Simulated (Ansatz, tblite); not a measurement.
Cost and result up the ladder for YSi₆ (7 atoms). Charge 0, multiplicity 2. Geometry: PBE-D4/def2-SVP.

```xyz
7

Y     0.9509   -1.4445   -1.4221
Si    0.0175    1.2012    0.7367
Si   -0.3074   -1.2725    1.0104
Si    2.0189   -0.0691    0.7115
Si   -2.1070    0.3540    1.3823
Si   -1.3723   -0.0732   -0.9199
Si    0.7995    1.3042   -1.4989
```

Ansatz on 4 threads of Intel Xeon Platinum 8259CL on a shared host; xTB runs through tblite on one thread. Times are rough, summed over both states, and most runs start from the orbitals of an earlier one. PBE0-D4/def2-TZVP serves as the yardstick here, not as an exact answer. Differences are given only for rows in sets of like size (and for xTB, whose basis is part of the method), since another set adds its own error. The other state is a quartet at its own geometry, which has other bonds, so the gap mixes isomer and spin.

In the def2 sets Y takes a core potential; there is no spin–orbit coupling. The xTB rows come from tblite. Correlated methods freeze 30 core orbitals; core or outer-core shells of Y are correlated, in sets that lack core-valence functions. The rows differ in basis, and correlated rows in double-zeta sets carry the largest basis error. In CCSD on the charge 0 quartet the largest single amplitude is 0.69, so its Hartree–Fock determinant may place the open shell otherwise than the density functionals do. Another isomer (doublet) lies 0.07 eV lower at r2SCAN-D4/def2-TZVP.

Run but left out: HF/STO-3G, HF/def2-SVP, HF/def2-TZVP (quartet: a determinant that CCSD turns far, T1 0.096); MP2/def2-SVP, MP2/def2-TZVP (doublet: ⟨S²⟩ 0.95 to 0.99, where a pure state has 0.75).

Correlated methods converge slowly with the basis, most of all in double-zeta sets.

xTB has no spin-polarisation term.

```json
{"level": "GFN1-xTB", "functions": "63", "wall time": "0.093 s", "quartet − doublet (eV)": "0.24", "difference from PBE0-D4/def2-TZVP (eV)": "-0.41", "remarks": "–"}
{"level": "GFN2-xTB", "functions": "63", "wall time": "0.26 s", "quartet − doublet (eV)": "0.38", "difference from PBE0-D4/def2-TZVP (eV)": "-0.26", "remarks": "–"}
{"level": "BLYP-D4/def2-TZVP", "functions": "262", "wall time": "22 s", "quartet − doublet (eV)": "0.68", "difference from PBE0-D4/def2-TZVP (eV)": "0.03", "remarks": "–"}
{"level": "PBE-D4/def2-TZVP", "functions": "262", "wall time": "23 s", "quartet − doublet (eV)": "0.61", "difference from PBE0-D4/def2-TZVP (eV)": "-0.03", "remarks": "–"}
{"level": "r2SCAN-D4/def2-TZVP (with forces)", "functions": "262", "wall time": "60 s", "quartet − doublet (eV)": "0.56", "difference from PBE0-D4/def2-TZVP (eV)": "-0.09", "remarks": "–"}
{"level": "PBE0-D4/def2-TZVP", "functions": "262", "wall time": "60 s", "quartet − doublet (eV)": "0.65", "difference from PBE0-D4/def2-TZVP (eV)": "0.00", "remarks": "–"}
{"level": "BHLYP-D4/def2-TZVP", "functions": "262", "wall time": "83 s", "quartet − doublet (eV)": "0.76", "difference from PBE0-D4/def2-TZVP (eV)": "0.11", "remarks": "–"}
{"level": "CCSD(T)/def2-SVP", "functions": "139", "wall time": "1.7 min", "quartet − doublet (eV)": "0.88", "difference from PBE0-D4/def2-TZVP (eV)": "–", "remarks": "large T1 (0.096) (quartet), spin-contaminated (⟨S²⟩ 0.95) (doublet), spin-contaminated (⟨S²⟩ 4.01) (quartet)"}
```
